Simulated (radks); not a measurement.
The numbers below are computed, except where a source is named.
Problem. Sr23+, configuration [Ne] 3s2 3p3. Code: a radial shooting solver on a logarithmic mesh with Libxc functionals. Model: Dirac Kohn-Sham, relativistic LDA (MacDonald-Vosko exchange, VWN5 correlation), spin-unpolarised, spherical densities, finite nucleus; open shells fill j = l - 1/2 first; Fermi nuclear charge, rms radius 4.224 fm. Some entries of the table are withheld. Estimate them.

| orbital | occ. | eigenvalue (eV) | <r> (bohr) |
|---|---|---|---|
| 1s1/2 | 2 | -16871.54 | 0.03929 |
| 2s1/2 | 2 | -3140.300 | 0.1707 |
| 2p1/2 | 2 | (1) | 0.1459 |
| 2p3/2 | 4 | (2) | 0.1499 |
| 3s1/2 | 2 | (3) | 0.4285 |
| 3p1/2 | 2 | -1082.128 | 0.4132 |
| 3p3/2 | 1 | -1066.456 | 0.4196 |

Solution. 
(1) 2p1/2 eigenvalue (eV): -2959.787
(2) 2p3/2 eigenvalue (eV): -2890.434
(3) 3s1/2 eigenvalue (eV): -1144.477
